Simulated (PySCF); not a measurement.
## Se²⁺ (selenium, charge +2) across methods

[Ar] 3d10 4s1 4p2 5s1, high-spin 5P determinant (an excited configuration). Computed with PySCF 2.14 in aug-cc-pVQZ-DK (8s7p5d3f2g, 93 functions), with the spin-free X2C one-electron Hamiltonian (Gaussian nucleus).

| method | E (hartree) | mean ε 4s α (eV) | mean ε 4p α (eV) | mean ε 5s α (eV) | Σ⟨r²⟩ (bohr²) | ⟨S²⟩ |
| --- | --- | --- | --- | --- | --- | --- |
| PBE0 | -2427.473 | -46.332 | -32.754 | -14.578 | 36.40 | 6.001 |
| r2SCAN0 | -2427.708 | -47.036 | -33.215 | -14.544 | 36.57 | 6.001 |
| TPSSh | -2427.676 | -45.163 | -31.922 | -14.179 | 36.40 | 6.001 |
| PBE | -2427.419 | -44.091 | -31.187 | -14.056 | 36.27 | 6.001 |
| wB97M-V | -2427.558 | -48.942 | -35.092 | -16.209 | 36.35 | 6.001 |
| UHF | -2426.13186 | -51.943 | -36.522 | -15.810 | 35.80 | 6.001 |
| LC-wPBE | -2427.456 | -49.665 | -35.790 | -16.325 | 36.52 | 6.001 |
| LDA | -2424.133 | -44.267 | -31.252 | -14.237 | 36.01 | 6.001 |

The outer electron is Rydberg-like, and this basis confines it to a smaller radius and binds it less than a complete one would.
